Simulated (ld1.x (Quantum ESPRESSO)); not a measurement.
## terbium (Tb) TM: all-electron and pseudo phase curves

Tb, norm-conserving Troullier–Martins (Kleinman–Bylander form), made with ld1.x (Quantum ESPRESSO) 7.5 (PW91, fully relativistic). Core [Kr] 4d10, reference 4f9 5s2 5p6 5d0 6s2 6p0. Waves: 5s (bound): rc 1.70 bohr; 5d (bound, empty): rc 3.35 bohr; 4f (bound): rc 1.10 bohr; 5p (bound): rc 1.40 bohr. Local part: the p channel. Core correction: a·sin(br)/r model core inside 0.96 bohr.

Open shells are filled in proportion to 2j + 1 (rel_dist='average').

Occupied shells without a wave of their own: 6s. They enter only through the test configuration that unscreens the potential, and ld1.x also counts them in the model core charge.

The phase is arctan(r·u′/u) with u = r·R(r), unwrapped; energies in Ry, scanned from -5 to 5 Ry. A pole is an energy at which the radial function vanishes at the test radius. The pseudo phase is shifted by a multiple of π to meet the all-electron one at the reference energy, and phase errors are pseudo minus all-electron; the curves can meet again beyond the range given. Levels narrower than the energy grid can be missing from the lists of poles. n/a: not evaluated, since a narrow level or a reset projector energy made the automatic matching unsafe.

Q: For each channel, where are the poles, and over which energies does the pseudopotential scatter like the atom?

A:

```json
{"channel": "s", "radius (bohr)": "3.65", "reference energy (Ry)": "-3.49", "poles, all-electron": "0.89", "poles, pseudo": "0.79, 4.96", "unbroken range about the reference energy with phases within 0.05 rad": "n/a", "phase error 1 Ry above the reference energy (rad)": "n/a"}
{"channel": "p1/2", "radius (bohr)": "3.65", "reference energy (Ry)": "-2.06", "poles, all-electron": "-2.04, 1.61", "poles, pseudo": "-1.80, 1.74", "unbroken range about the reference energy with phases within 0.05 rad": "not even at the reference energy", "phase error 1 Ry above the reference energy (rad)": "-3.125"}
{"channel": "p3/2", "radius (bohr)": "3.65", "reference energy (Ry)": "-1.73", "poles, all-electron": "-1.70, 1.84", "poles, pseudo": "-1.80, 1.74", "unbroken range about the reference energy with phases within 0.05 rad": "not even at the reference energy", "phase error 1 Ry above the reference energy (rad)": "-0.012"}
{"channel": "d3/2", "radius (bohr)": "3.65", "reference energy (Ry)": "-0.11", "poles, all-electron": "0.25, 3.41", "poles, pseudo": "0.25, 3.54", "unbroken range about the reference energy with phases within 0.05 rad": "below 1.3", "phase error 1 Ry above the reference energy (rad)": "+0.007"}
{"channel": "d5/2", "radius (bohr)": "3.65", "reference energy (Ry)": "-0.09", "poles, all-electron": "0.28, 3.48", "poles, pseudo": "0.29, 3.58", "unbroken range about the reference energy with phases within 0.05 rad": "below 1.4", "phase error 1 Ry above the reference energy (rad)": "+0.005"}
{"channel": "f5/2", "radius (bohr)": "3.65", "reference energy (Ry)": "-0.26", "poles, all-electron": "-0.24, 2.28", "poles, pseudo": "-0.24, 2.34", "unbroken range about the reference energy with phases within 0.05 rad": "below 3.2", "phase error 1 Ry above the reference energy (rad)": "+0.011"}
{"channel": "f7/2", "radius (bohr)": "3.65", "reference energy (Ry)": "-0.20", "poles, all-electron": "-0.19, 2.29", "poles, pseudo": "-0.19, 2.35", "unbroken range about the reference energy with phases within 0.05 rad": "below 3.2", "phase error 1 Ry above the reference energy (rad)": "+0.014"}
```

A Bessel basis up to 400 Ry misses an occupied level by 2.01 Ry, so cutoffs and ghosts were not judged. The potential misses its own reference levels by up to 3.0 eV, so it is not fit for use. ld1.x takes every shell without a wave as core, so the model core holds the 6s electrons as well and exchange and correlation see them twice. This cancels in the reference configuration, but the file is broken for other ones, and its errors say nothing about a proper core correction.

Phases in the p1/2 channel:

| E (Ry) | all-electron | pseudo |
| --- | --- | --- |
| -5.00 | 1.443 | -1.699 |
| -4.74 | 1.439 | -1.703 |
| -4.48 | 1.435 | -1.707 |
| -4.22 | 1.430 | -1.712 |
| -3.96 | 1.425 | -1.717 |
| -3.70 | 1.419 | -1.723 |
| -3.44 | 1.412 | -1.730 |
| -3.18 | 1.404 | -1.738 |
| -2.92 | 1.394 | -1.747 |
| -2.66 | 1.381 | -1.759 |
| -2.40 | 1.361 | -1.776 |
| -2.14 | 1.258 | -1.807 |
| -1.88 | -1.746 | -2.234 |
| -1.62 | -1.788 | -4.894 |
| -1.36 | -1.819 | -4.941 |
| -1.10 | -1.855 | -4.980 |
| -0.84 | -1.906 | -5.028 |
| -0.58 | -1.985 | -5.099 |
| -0.32 | -2.132 | -5.222 |
| -0.06 | -2.476 | -5.486 |
| 0.20 | -3.349 | -6.182 |
| 0.46 | -4.131 | -7.104 |
| 0.72 | -4.428 | -7.498 |
| 0.98 | -4.562 | -7.664 |
| 1.24 | -4.640 | -7.754 |
| 1.50 | -4.693 | -7.812 |
| 1.76 | -4.735 | -7.857 |
| 2.02 | -4.772 | -7.894 |
| 2.28 | -4.809 | -7.930 |
| 2.54 | -4.851 | -7.968 |
| 2.80 | -4.904 | -8.014 |
| 3.06 | -4.983 | -8.078 |
| 3.32 | -5.127 | -8.183 |
| 3.58 | -5.481 | -8.408 |
| 3.84 | -6.479 | -9.088 |
| 4.10 | -7.263 | -10.185 |
| 4.36 | -7.523 | -10.594 |
| 4.62 | -7.638 | -10.748 |
| 4.88 | -7.702 | -10.827 |
